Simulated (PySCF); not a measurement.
Species: C5H7N3S2.
Geometry (GFN2-xTB, Å), atoms numbered from 1 in this order:
```
atom  x, y, z in Å
C1     3.7563    0.4063    0.4065
S2     2.8621   -0.7415   -0.6749
C3     1.2232   -0.2779   -0.3228
C4     0.1354   -0.9175   -0.9477
N5    -1.0876   -0.5522   -0.6673
C6    -1.2141    0.4428    0.2285
S7    -2.8155    0.9694    0.6387
C8    -3.7882   -0.1487   -0.4143
N9    -0.2071    1.0588    0.8288
N10    1.0075    0.6986    0.5538
H11    3.4596    0.2267    1.4346
H12    4.8122    0.2016    0.2645
H13    3.5143    1.4238    0.1181
H14    0.2694   -1.7157   -1.6649
H15   -3.5266    0.0212   -1.4532
H16   -4.8305    0.0920   -0.2357
H17   -3.5773   -1.1757   -0.1362
```

Definitions: NICS(0) = −σiso at the ring centroid; NICS(1) = −σiso and NICS(1)zz = −σzz at ±1 Å along the ring normal z. Level: GIAO PBE0/pcSseg-1 (PySCF, non-relativistic, gas phase) on the GFN2-xTB geometry, one conformer.

Ring bond lengths (Å), with Mayer bond orders in brackets: C3–C4 1.408 (1.22), C4–N5 1.307 (1.57), N5–C6 1.345 (1.28), C6–N9 1.324 (1.41), N9–N10 1.296 (1.37), N10–C3 1.330 (1.40).

Question: Give the NICS values of each ring in ppm.

Answer: 
| ring | type | NICS(0) | NICS(1), two faces | NICS(1)zz, two faces | rms pucker (Å) | centre to ring atoms, mean (Å) |
| --- | --- | --- | --- | --- | --- | --- |
| C3–C4–N5–C6–N9–N10 | 6-membered ring with 3 N; formal bonds all aromatic | -1.6 | -8.7 / -8.7 | -19.3 / -19.3 | 0.00 | 1.33 |

Question: What do they say, and how far can they be read as aromaticity?

Answer: 
- C3–C4–N5–C6–N9–N10: mean NICS(1)zz -19.3 ppm, shielded. NICS(0) lies 7 ppm above the mean NICS(1).

Question: What does the geometric index give? HOMA = 1 − mean of α(R − Ropt)² over the ring bonds, with Krygowski's 1993 parameters (CC: Ropt 1.388 Å, α 257.7 Å⁻²; CN: Ropt 1.334 Å, α 93.52 Å⁻²; NN: Ropt 1.309 Å, α 130.33 Å⁻²).

Answer: 
- C3–C4–N5–C6–N9–N10: HOMA 0.96; the largest term is that of C3–C4, α(R − Ropt)² = 0.11.

Question: Give the inner angles of the rings and the Hirshfeld charges of the ring atoms.

Answer: 
- C3–C4–N5–C6–N9–N10: C3 120.0° (+0.021 e), C4 120.1° (+0.031 e), N5 116.0° (-0.132 e), C6 125.1° (+0.081 e), N9 119.1° (-0.120 e), N10 119.7° (-0.079 e); sum 720.0° against 720° for a flat convex ring.

Question: What are the shieldings of the ring atoms and their hydrogens in the same run (means over atoms taken as equivalent)?

Answer: 
| atoms | environment | σ isotropic (ppm) |
| --- | --- | --- |
| C3 | substituted aromatic carbon | 22.6 |
| C4 | aromatic CH next to a ring nitrogen | 36.2 |
| N5 | pyridine-type nitrogen | -47.9 |
| C6 | substituted aromatic carbon | 9.5 |
| N9 | pyridine-type nitrogen | -155.9 |
| N10 | pyridine-type nitrogen | -189.2 |
| H14 | aromatic hydrogen | 23.45 |
